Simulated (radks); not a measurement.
Results of a calculation; reference values are marked as such.
Q: These are the eigenvalues of the occupied orbitals of an atom or ion with whole-number occupations (eV). Code: a radial shooting solver on a logarithmic mesh with Libxc functionals. Model: scalar-relativistic Kohn-Sham, PBE, spin-polarised, spherical densities, finite nucleus; Fermi nuclear charge, rms radius of each element as measured or else 0.836 A^(1/3) + 0.57 fm.

orbital  eigenvalue
1s up     -34401.24
1s down   -34401.09
2s up     -5379.659
2s down   -5379.594
2p up     -4830.480
2p down   -4830.362
3s up     -1124.439
3s down   -1124.310
3p up     -947.0438
3p down   -946.8963
3d up     -683.9411
3d down   -683.8013
4s up     -227.5617
4s down   -227.2363
4p up     -171.3660
4p down   -171.0234
4d up      -89.4385
4d down    -88.9274
5s up      -48.0197
5s down    -45.2510
5p up      -34.8200
6f up       -4.1409

Which element is it, and in what charge state? The configuration may be excited. Open shells, if any, are filled with parallel spins first.

A: Z = 54, xenon, charge +2: Xe2+ in [Kr] 4d10 5s2 5p3 6f1. The list shows which subshells hold electrons but not how many an open one holds; the 1s level, -1264.2 hartree, gives Z - s = 50.3 by -(Z - s)^2/2, which with screening and relativity narrows Z to a few neighbours, and the depths of the outer levels then fix element, charge and occupations together.
